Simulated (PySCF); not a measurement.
The second ionisation energy along the noble gases

All values are computed (PySCF 2.14, energy differences of UHF-based or UKS calculations, no spin-orbit coupling). Values in eV. The last column holds reference values (NIST; (s) semi-empirical, (t) theoretical, else measured). Unmarked ones compare directly (S terms, centres of terms, or small fine structure); those marked * lie between the lowest fine-structure levels and include a spin-orbit shift.

```
                          element               configurations     UHF     LDA     PBE    PBE0  r2SCAN   reference
He (dyall-av3z, non-relativistic)           1s1 → no electrons  54.422  52.836  54.253  54.333  54.427  54.418 (t)
Ne (dyall-av3z, non-relativistic)  [He] 2s2 2p5 → [He] 2s2 2p4  39.272  41.450  41.148  41.010  41.143    40.963 *
Ar (dyall-av3z, non-relativistic)  [Ne] 3s2 3p5 → [Ne] 3s2 3p4  26.371  27.829  27.593  27.607  27.667    27.630 *
```

For a one-electron ion UHF is exact up to the basis, with infinite nuclear mass and no QED.
